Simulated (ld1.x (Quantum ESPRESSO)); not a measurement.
# Before and after: TM semilocal potential for In (Z = 49)

* Element: indium (In)
* Generator: ld1.x (Quantum ESPRESSO) 7.5
* Type: norm-conserving Troullier–Martins (semilocal form)
* Functional: PBE
* Relativity: scalar-relativistic
* Frozen core: [Kr]
* Valence charge: 13
* Reference configuration: 4d10 5s1 5p2
* Partial waves: 5p (bound): rc 1.90 bohr; 4d (bound): rc 1.35 bohr; 4f channel at 0.2 Ry: rc 1.70 bohr; 5s (bound): rc 1.55 bohr
* Local potential: the s channel
* Core correction: none

Change: wave 5p (bound): rc 1.90 bohr becomes 5p (bound): rc 2.32 bohr.

Cutoffs: the cutoffs (Ry, on a coarse ladder) from which the occupation-weighted sum of valence levels, in a spherical-Bessel basis at the reference potential, stays within 10 and 1 mRy of its value at 400 Ry; they do not see the model core or the augmentation charge, which bear on the density cutoff. Errors are all-electron minus pseudo energies relative to the spin-unpolarised reference configuration.

Q: Predict the effect on cutoff, ghosts and configuration errors.

A: The potential gets neither clearly harder nor softer (90 Ry and 140 Ry → 90 Ry and 140 Ry); the d channel sets the loose cutoff, while the largest relative change is in p, which becomes softer; of the 7 tests that both files solve, the error grows in 3 and shrinks in 3 by more than 15 % and 0.3 meV (median size 4.6 → 6.4 meV); neither file shows a bound ghost. A semilocal file is local in each channel, so a ghost entry of none says nothing of the separable form that plane-wave codes build from it.

```csv
quantity,base,changed
"cutoff, loose",90 Ry,90 Ry
"cutoff, tight",140 Ry,140 Ry
loose cutoff by channel (10 mRy a level),"p 21 Ry, d 70 Ry, s 30 Ry","p 6 Ry, d 70 Ry, s 30 Ry"
bound ghosts,none,none
"error for 4d10 5s2 5p1, meV [ΔE -5.84 eV]",+3.5,+2.2
"error for 4d10 5s2 5p0, meV [ΔE -0.48 eV]",-1.9,-6.4
"error for 4d10 5s1 5p0, meV [ΔE 18.76 eV]",+13,+8.1
"error for 4d9 5s2 5p1, meV [ΔE 19.27 eV]",+59,+51
"error for 4d10 5s2 5p1.3, meV [ΔE -6.37 eV]",+4.6,+3.5
"error for 4d9 5s0 5p0, meV [ΔE 103.47 eV]",+97,+151
"error for 4d10 5s2 5p0.5, meV [ΔE -3.90 eV]",+0.8,-1.4
```
